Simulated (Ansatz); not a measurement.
Input file for Ansatz (a quantum-chemistry and plane-wave program): R-CCSD(T)/cc-pV(D+d)Z on HCl (SMILES Cl). The basis file is the Basis Set Exchange's JSON of that set.

Ansatz 0.2 input:
```yaml
crystal:
  periodic: [false, false, false]
  atoms:
    - {symbol: Cl, position_ang: [-0.00000000, -0.00000000, 0.64100645]}
    - {symbol: H, position_ang: [0.00000000, 0.00000000, -0.64100645]}
basis:
  gaussian:
    orbitals: cc-pV_D+d_Z.json
magnetization: {spin_polarized: false}
correlation: {method: ccsd_t, electrons: outside_noble_gas}
scf: {lower_state_search: off}
```

Output:

```
WARN ansatz: RAYON_NUM_THREADS=4 ignored (pool sized by the plan → 4); use --threads N
Functional definition: HF
these checks for a lower state are left out or cut short: stability, starts, cluster_reference, orbital_swaps, neighbouring_geometries, increment
integrals: 0.00 GiB planned
284 factors; integrals over basis functions are off by at most 6.2e-4 eV
mean field: 0.05 GiB planned
mean field evaluation 1: about -12519.3049 eV, gradient 1.1e1 eV
mean field evaluation 2: about -12519.3054 eV, gradient 1.1e1 eV
mean field evaluation 4: about -12519.7235 eV, gradient 9.9e-1 eV
mean field evaluation 8: about -12519.7286 eV, gradient 1.2e-3 eV
mean field -12519.72859712 eV, -460.0915397672 hartree, gradient 4.6e-6 eV, S^2 0.000000; 0 other end points of the search recorded, 0 dependent functions left out
5 core orbitals not correlated
reference -12519.72859712 eV, -460.0915397672 hartree; 4, 4 occupied and 19, 19 virtual orbitals, 284 factors
second order -4.05895805 eV of doubles, -0.00000000 eV of singles
coupled cluster: 0.05 GiB planned
cycle   1  -4.44142875 eV  change   -3.8e-1 eV  update   3.4e-2
cycle   2  -4.54207343 eV  change   -1.0e-1 eV  update   1.1e-2
cycle   3  -4.54698781 eV  change   -4.9e-3 eV  update   2.0e-3
cycle   4  -4.54709747 eV  change   -1.1e-4 eV  update   3.7e-4
cycle   5  -4.54698286 eV  change    1.1e-4 eV  update   8.2e-5
cycle   6  -4.54698503 eV  change   -2.2e-6 eV  update   1.6e-5
cycle   7  -4.54698703 eV  change   -2.0e-6 eV  update   3.5e-6
perturbative correction -0.07557234 eV, -0.0027772323 hartree
Total energy: -12524.35115649 eV, -460.2614156910 hartree
Checks for a lower state left out: stability, starts, cluster_reference, orbital_swaps, neighbouring_geometries, increment
```

The run converged.

Cost: very roughly 0.5 core-seconds.
